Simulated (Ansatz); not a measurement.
A nudged elastic band was laid between two geometries of BH$_{5}$LiOSi (9 atoms, charge 1, multiplicity 1).

Theory: Ansatz 0.2.0, RKS PBE/def2-SVPD.

* movable images: 9
* climbing image: yes
* spring: 5.0 eV/Å²
* optimiser: quadratic models (default)
* start path: through a guess of the saddle point
* force threshold: 0.05 eV/Å
* iteration limit: 60
* end points: relaxed

Initial state:

```xyz
9
Properties=species:S:1:pos:R:3
Li -2.532 1.407 -1.034
B -0.636 0.592 -0.178
O 0.368 1.323 0.671
Si 0.164 -1.288 -0.340
H 1.195 0.890 1.017
H 0.278 2.262 0.936
H 1.467 -1.256 0.450
H -0.759 -2.312 0.255
H 0.456 -1.618 -1.776
```

Final state:

```xyz
9
Properties=species:S:1:pos:R:3
Li -2.269 0.054 -0.694
B -0.138 0.144 0.543
O 0.793 1.392 0.480
Si 0.064 -1.321 -0.614
H 1.553 1.368 -0.138
H 1.080 1.758 1.343
H -0.798 0.221 1.557
H -1.044 -2.339 -0.535
H 0.758 -1.276 -1.942
```

Task: Which bonds break or form, and what moves?

Result: Bonds broken: Si4–H7. Bonds formed: Li1–Si4, B2–H7.

Task: Give the energies along the band, and the barrier.

Result: The run converged. The highest image is number 5 of 0 to 10, 5.6 kcal/mol above the first end and 29.6 kcal/mol above the last; the last end lies 24.0 kcal/mol below the first. Beside the main top the profile has a ripple of under 15 meV (maxima at images 2, 5), which may be a very shallow well or noise. A vibrational analysis at the climbing image gives one clearly imaginary mode, 448i cm⁻¹: a first-order saddle point. The orbitals stay closed-shell, which can raise the energy where a bond breaks towards radicals; this wasn't checked here.

| image | path coordinate (Å) | energy (kcal/mol) | Si4–H7 (Å) | Li1–Si4 (Å) | B2–H7 (Å) |
| --- | --- | --- | --- | --- | --- |
| 0 | 0.00 | 0.0 | 1.52 | 3.87 | 2.87 |
| 1 | 0.88 | 0.6 | 1.52 | 3.84 | 2.93 |
| 2 | 1.75 | 1.4 | 1.51 | 3.83 | 2.93 |
| 3 | 2.63 | 1.3 | 1.51 | 3.84 | 2.89 |
| 4 | 3.51 | 1.5 | 1.51 | 3.70 | 2.61 |
| 5 | 4.38 | 5.6 | 1.58 | 3.60 | 1.87 |
| 6 | 5.06 | 2.4 | 1.92 | 3.54 | 1.32 |
| 7 | 5.74 | -7.3 | 2.39 | 3.46 | 1.23 |
| 8 | 6.42 | -17.8 | 2.69 | 3.18 | 1.22 |
| 9 | 7.09 | -22.8 | 2.78 | 2.83 | 1.22 |
| 10 | 7.77 | -24.0 | 2.80 | 2.71 | 1.21 |

Task: What is the geometry of the highest image?

Result: 
```xyz
9
Properties=species:S:1:pos:R:3
Li -2.652 1.000 0.088
B -0.494 0.523 -0.080
O 0.698 1.389 0.340
Si 0.057 -1.277 -0.581
H 1.650 1.191 0.182
H 0.568 2.217 0.840
H -0.254 -1.017 0.950
H -1.025 -2.198 -1.040
H 1.452 -1.829 -0.700
```

Run time: 4.1 min on 2 threads of Intel(R) Xeon(R) Platinum 8488C (Sapphire Rapids) (shared host), peak memory 0.16 GiB.
